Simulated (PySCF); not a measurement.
## Polarisability and C₆ of Mg (magnesium, neutral)

[Ne] 3s2, closed-shell 1S. Computed with PySCF 2.14 in dyall-av2z (14s10p4d, 64 functions), with the non-relativistic Hamiltonian (point nucleus). Coupled (time-dependent) response in atomic units; α is the mean over directions. A double-zeta set is small for polarisabilities.

```json
{"method": "UHF", "mean α (bohr³)": "81.51", "C₆ (like pair)": "766.1", "S(−4)": "3553"}
{"method": "PBE", "mean α (bohr³)": "73.91", "C₆ (like pair)": "657.8", "S(−4)": "2976"}
{"method": "PBE0", "mean α (bohr³)": "74.86", "C₆ (like pair)": "672.6", "S(−4)": "3022"}
{"method": "LC-wPBE", "mean α (bohr³)": "76.61", "C₆ (like pair)": "698.4", "S(−4)": "3130"}
{"method": "BHandHLYP", "mean α (bohr³)": "73.65", "C₆ (like pair)": "656.2", "S(−4)": "2930"}
```

S(−4) is the Cauchy moment in α(ω) = α(0) + S(−4) ω² + …

Reference α: 71.2 ± 0.4 bohr³ (recommended; Schwerdtfeger and Nagle, table of static dipole polarizabilities (2023 update)). Published C₆: 626.0 (Chu and Dalgarno (2004); Tang, Norbeck and Certain (1976)).

Hartree-Fock lies above the reference because it lacks correlation, which contracts the outer shell.

α(iu) at PBE0:

| u (hartree) | α(iu) (bohr³) |
| --- | --- |
| 0 | 74.86 |
| 0.0500 | 68.01 |
| 0.100 | 53.46 |
| 0.200 | 29.10 |
| 0.300 | 16.77 |
| 0.500 | 7.374 |
| 0.750 | 3.730 |
| 1.00 | 2.331 |
| 1.50 | 1.254 |
| 2.00 | 0.8344 |
| 3.00 | 0.4805 |
| 5.00 | 0.2341 |

A single London oscillator, α(iu) = α/(1 + u²/ω²), gives C₆ = (3/4) ω α². Matching the computed C₆ needs ω = 4 × 672.6 / (3 × 74.86²) = 0.160 hartree.
